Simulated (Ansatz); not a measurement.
Cl$_{4}$Ga (SMILES [Cl][Ga-]([Cl])([Cl])[Cl]), charge -1, singlet, geometry from GFN2-xTB (such geometries of metal compounds can be far from the true shape) (a gas-phase anion, which may not be bound at this level); BLYP/cc-pVDZ run with Ansatz (an electronic-structure program).

Ansatz was given this input:
Ansatz 0.2 input:
```yaml
crystal:
  periodic: [false, false, false]
  atoms:
    - {symbol: Ga, position_ang: [0.00000000, 0.00000000, -0.00000000]}
    - {symbol: Cl, position_ang: [1.71278737, -0.59908363, -1.19330116]}
    - {symbol: Cl, position_ang: [0.65537446, 0.49189976, 2.01122558]}
    - {symbol: Cl, position_ang: [-0.93767909, 1.73912871, -0.90149802]}
    - {symbol: Cl, position_ang: [-1.43048275, -1.63194484, 0.08357359]}
basis:
  gaussian:
    orbitals: cc-pVDZ
hamiltonian:
  xc: blyp
total_charge: -1
```

Output, abridged:

```
Functional definition: BLYP
1100 factors; integrals over basis functions are off by at most 3.5e-4 eV
mean field evaluation 1: about -102477.0254 eV, gradient 2.2e1 eV
mean field evaluation 2: about -102475.0973 eV, gradient 3.4e1 eV
mean field evaluation 4: about -102478.1831 eV, gradient 4.8e-1 eV
mean field evaluation 8: about -102478.1881 eV, gradient 6.1e-3 eV
mean field -102478.18808789 eV, -3766.0039500192 hartree, gradient 6.5e-5 eV, S^2 0.000000; 0 other end points of the search recorded, 0 dependent functions left out
reference -102478.18842290 eV, -3766.0039623305 hartree; 50, 50 occupied and 49, 49 virtual orbitals, 1100 factors
Total energy: -102478.18842290 eV, -3766.0039623305 hartree
```
